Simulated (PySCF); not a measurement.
CHBClNO₂, SMILES O=C=NB(O)Cl.

The structure is a stationary point at TPSSh-D3(BJ)/def2-SVP. The structure was generated by enumeration, and PubChem lists no compound with its InChIKey, so it may never have been made. Other conformers were not sampled.

Two levels are set side by side: TDDFT-PBE/def2-SVPD (PySCF) and TDDFT-LC-ωPBE/def2-SVPD (PySCF). Vertical, same geometry. The lowest singlet is HOMO→LUMO 100 % with PBE and HOMO→LUMO 88 % with the other functional; states are paired by order. Differences are taken from unrounded values.

| quantity | TDDFT-LC-ωPBE |
|---|---|
| lowest singlet excitation (eV) | 6.37 |
| lowest triplet excitation (TDA) (eV) | 6.12 |
| first bright state (f over 0.05) (eV) | 7.14 |
| its oscillator strength | 0.09 |

Question: What does TDDFT-PBE give, and how far is it from TDDFT-LC-ωPBE? (Estimate from the structure and the level; the computed values follow.)

Answer: 
```json
[
 {"quantity": "lowest singlet excitation (eV)", "TDDFT-PBE": "5.65", "TDDFT-PBE minus TDDFT-LC-ωPBE": "-0.72"},
 {"quantity": "lowest triplet excitation (TDA) (eV)", "TDDFT-PBE": "5.49", "TDDFT-PBE minus TDDFT-LC-ωPBE": "-0.63"},
 {"quantity": "first bright state (f over 0.05) (eV)", "TDDFT-PBE": "6.46", "TDDFT-PBE minus TDDFT-LC-ωPBE": "-0.68"},
 {"quantity": "its oscillator strength", "TDDFT-PBE": "0.10", "TDDFT-PBE minus TDDFT-LC-ωPBE": "0.01"}
]
```

Functionals without exact exchange tend to place singlet excitations lower, as here. Differences between two approximate levels are no errors against the true value.

Rough cost on one machine, each run with all the roots and properties that it gave: TDDFT-LC-ωPBE against TDDFT-PBE about 6 times.
